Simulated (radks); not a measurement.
Results of a calculation; reference values are marked as such.
Polarisability of neutral copper, [Ar] 3d10 4s1, at imaginary frequency. Level of theory: scalar-relativistic Kohn-Sham, LB94 model potential, spin-polarised, spherical densities, finite nucleus; open shells are filled with parallel spins first; Fermi nuclear charge, rms radius 3.8823 fm (a radial shooting solver on a logarithmic mesh with Libxc functionals). Response by self-consistent Sternheimer equations with the Hartree and adiabatic LDA kernel, the relativistic mass of each level held fixed and spin-orbit coupling left out.

w (hartree)  alpha1(iw) (bohr^3)  alpha2(iw) (bohr^5)
0.00266                    29.19                208.4
0.0143                     29.07                207.0
0.0360                     28.38                200.7
0.0697                     26.42                187.3
0.118                      22.63                167.7
0.186                      17.53                141.0
0.280                      12.48                108.2
0.413                      8.438                74.89
0.605                      5.573                47.09
0.892                      3.615                27.26
1.35                       2.264                14.56
2.12                       1.319                7.050
3.59                      0.6671                2.943
6.94                      0.2574               0.9411
17.5                     0.05648               0.1703

Static values: alpha1 = 29.20 bohr^3 (4.327 angstrom^3; uncoupled 42.96), alpha2 = 208.4 bohr^5, alpha3 = 2738 bohr^7. C6 = 162.5, C8 = 6158, triple-dipole C9 = 3260 atomic units. One-pole (London) frequency 4 C6 / (3 alpha1^2) = 0.254 hartree, against 0.334 for minus the highest occupied eigenvalue. Recommended static value: 46.5 bohr^3 (Schwerdtfeger and Nagle, 2023 table).
